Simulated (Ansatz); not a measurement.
Consider the ligand exchange at a B–N bond: `NBN` + `O[SiH3]` → `NBO[SiH3]` + NH₃.

Program: Ansatz. Geometries: PBE0-D4/def2-TZVP. ΔE: electronic, gas phase. CBS: MP2 limit from def2 TZ/QZ plus the TZ coupled-cluster correction, frozen cores. This one scheme is used for every species. Functionals use def2-TZVPP. One conformer a species, not always the lowest.

`NBN`:

Cartesian coordinates in Å:
```
N 0.264 0.649 -1.038
B -0.273 -0.345 -0.196
N -0.046 -0.374 1.195
H 0.843 1.408 -0.725
H 0.093 0.655 -2.026
H -0.953 -1.204 -0.684
H -0.436 -1.089 1.780
H 0.507 0.299 1.695
```

`O[SiH3]`:

Cartesian coordinates in Å:
```
O 1.006 -0.389 -0.692
Si -0.336 0.199 0.061
H 1.580 -0.972 -0.194
H -1.247 -0.897 0.494
H -1.018 1.056 -0.934
H 0.016 1.002 1.264
```

`NBO[SiH3]`:

Cartesian coordinates in Å:
```
N 1.671 -1.004 0.924
B 0.658 -0.079 0.671
O -0.152 -0.251 -0.421
Si -1.415 0.612 -1.015
H 2.292 -0.926 1.708
H 1.837 -1.802 0.334
H 0.506 0.856 1.411
H -1.091 1.050 -2.396
H -2.618 -0.258 -1.050
H -1.687 1.802 -0.166
```

NH₃:

```xyz
4

N     0.150    0.019    0.238
H    -0.847    0.036    0.418
H     0.351    0.784   -0.393
H     0.346   -0.839   -0.263
```

```json
{"species": "`NBN`", "r2SCANh-D4 energy (Eh)": "-137.41757"}
{"species": "`O[SiH3]`", "r2SCANh-D4 energy (Eh)": "-367.12573"}
{"species": "`NBO[SiH3]`", "r2SCANh-D4 energy (Eh)": "-448.00900"}
{"species": "NH₃", "r2SCANh-D4 energy (Eh)": "-56.54572"}
```

Question: Work out ΔE.

Answer: ΔE = (-448.00900) + (-56.54572) − (-137.41757) − (-367.12573) = -0.01142 Eh = -0.31 eV. CCSD(T)/CBS gives -0.33 eV.

Largest T1 diagnostic among the species: 0.012.

In def2-TZVPP, CCSD(T) changes the Hartree–Fock value by +0.03 eV (the triples alone add −0.00 eV) and MP2 by +0.05 eV. At CCSD(T), def2-SVP lies −0.07 eV from the extrapolated value and def2-TZVPP −0.01 eV. From BLYP to BHLYP (50 % exact exchange), in def2-TZVPP and without D4, ΔE moves by −0.03 eV.
